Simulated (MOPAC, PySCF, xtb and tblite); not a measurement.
Internal rotation in C5H6OSSi, SMILES C(c1ccc([SiH3])s1)=O, singlet. Scanned: dihedral O1–C2–C3–S8; all other coordinates were relaxed at GFN2-xTB. Points at φ and −φ are mirror images. Heavy atoms are numbered in the order of the SMILES O=Cc1ccc([SiH3])s1, hydrogens after them in the order of the atoms that carry them; the mirror image has the same energies with the sign of each dihedral reversed. Each profile is relative to its own lowest point.

| φ / ° | A | B | C |
|---|---|---|---|
| -150 | 1.9 | 0.9 | 1.6 |
| -120 | 4.4 | 2.8 | 5.5 |
| -90 | 4.9 | 3.1 | 8.3 |
| -60 | 4.2 | 2.3 | 6.0 |
| -30 | 1.5 | 1.0 | 2.1 |
| 0 | 0.0 | 0.3 | 0.5 |
| 30 | 1.5 | 1.0 | 2.1 |
| 60 | 4.2 | 2.3 | 6.0 |
| 90 | 4.9 | 3.1 | 8.3 |
| 120 | 4.4 | 2.8 | 5.5 |
| 150 | 1.9 | 0.9 | 1.6 |
| 180 | 0.7 | 0.0 | 0.0 |

Energies in kcal/mol.

Task: Which curve belongs to which method? The methods are AM1, restricted, heats of formation // GFN2-xTB run with MOPAC; xtb and tblite with GFN2-xTB; restricted Hartree-Fock/STO-3G // GFN2-xTB (PySCF).

Result: A is RHF/STO-3G; B is AM1; C is GFN2-xTB.
